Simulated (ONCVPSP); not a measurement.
# What one change does to a pseudopotential (vanadium (V), ONCV)

vanadium (V), optimised norm-conserving Vanderbilt (ONCV), made with ONCVPSP 4.0.1 (PBE, scalar-relativistic). Core [Ne], reference 3s2 3p6 3d3 4s2. Waves: 3s+4s: rc 1.25 bohr, ncon 4, nbas 7, qcut 10.9 1/bohr, 3 projectors, debl 3.2 Ha; 3p: rc 1.65 bohr, ncon 4, nbas 8, qcut 8.8 1/bohr, 3 projectors, debl 3.4 Ha; 3d: rc 1.25 bohr, ncon 4, nbas 9, qcut 14 1/bohr, 3 projectors, debl 1.5 Ha. Local part: polynomial inside 1.15 bohr (lpopt 5, dvloc0 6 Ha). Core correction: none.

Change: s: qcut 8.4.

Cutoffs: the cutoffs (Ha) at which the residual kinetic energy of the hardest occupied pseudo-wave falls to 1 and 0.1 mHa per electron; they do not see the model core or the augmentation charge, which bear on the density cutoff. Errors are all-electron minus pseudo energies relative to the spin-unpolarised reference configuration.

**Question.** Predict the effect on cutoff, ghosts and configuration errors.

**Answer.** The potential gets neither clearly harder nor softer (63 Ha and 73 Ha → 63 Ha and 73 Ha); the d channel sets the loose cutoff, while the largest relative change is in s, which becomes softer; of the 4 tests that both files solve, the error grows in 1 and shrinks in 1 by more than 15 % and 0.3 meV (median size 2.8 → 2.2 meV); neither file shows a bound ghost.

| quantity | base | changed |
| --- | --- | --- |
| cutoff, loose | 63 Ha | 63 Ha |
| cutoff, tight | 73 Ha | 73 Ha |
| loose cutoff by channel | s 38 Ha, p 23 Ha, d 63 Ha | s 29 Ha, p 23 Ha, d 63 Ha |
| bound ghosts | none | none |
| GHOST(+) flags under 300 eV | none | none |
| error for 3s2 3p6 3d3 4s1, meV [ΔE 7.74 eV] | -0.4 | -0.3 |
| error for 3s2 3p6 3d3 4s0, meV [ΔE 22.03 eV] | -0.6 | -0.3 |
| error for 3s2 3p6 3d2 4s0, meV [ΔE 50.93 eV] | +5.0 | +4.1 |
| error for 3s1 3p6 3d3 4s2, meV [ΔE 77.43 eV] | -22 | -34 |
| s: phases at 1.27 bohr within 0.05 rad from the reference energy up to (Ha; the scan ends near 5) | to the end of the scan | to the end of the scan |
| p: phases at 1.68 bohr within 0.05 rad from the reference energy up to (Ha; the scan ends near 5) | to the end of the scan | to the end of the scan |
| d: phases at 1.27 bohr within 0.05 rad from the reference energy up to (Ha; the scan ends near 5) | to the end of the scan | to the end of the scan |
